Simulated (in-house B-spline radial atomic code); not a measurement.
Settings and results of a run for Rb XXXVI (Rb35+). Level of theory: Dirac-Kohn-Sham BHandHLYP, spherical fractional occupations, Fermi nucleus of rms radius 4.2036 fm; calculated with a radial B-spline atomic code at the basis-set limit.

Command:
```bash
python run_scf.py task.json out
```
Settings (nuclear radius in fm, mass in u):
```
Z                37
configuration    1s2
hamiltonian      dirac
method           bhandhlyp
spin_polarised   False
nucleus          fermi
rms_radius       4.2036
atomic_mass      84.91179
speed_of_light   137.035999084
```

Output (hartree, bohr):
```
 radial grid: 53 intervals, B-splines of order 8, outer radius 0.8403 bohr

 iter        energy (Eh)    residual
    1       -1370.741384    1.27e+00
    2       -1371.202098    7.39e-03
    3       -1371.202105    3.68e-03
    4       -1371.202106    1.83e-03
    5       -1371.202107    1.29e-05
    6       -1371.202107    2.66e-07

 total energy                     -1371.20211
 kinetic                            1423.5981
 electron-nucleus                  -2818.3530
 Hartree                              47.0679
 exact exchange                      -11.7670
 exchange-correlation                -11.7482

 first-order corrections (not in the total)
   Gaunt                             0.6718
   retardation                       0.0000
   frequency dependence              0.0000
   self-energy                       1.0208
   Uehling                          -0.1094
   Wichmann-Kroll                    0.0013
   recoil                            0.0089

 orbital      occ     eigenvalue          <r>       <r^2>       <1/r>     <1/r^3>       r_max    small
 1s1/2      2.000      -669.5377    0.0399698  0.00214696     38.0862           -     0.02621  1.83e-02
```

Cost of the run: 0.25 s on 1 thread of Arm Neoverse V2 (shared host).

For the Dirac Hamiltonian the kinetic term is c α·p + (β - 1)c².
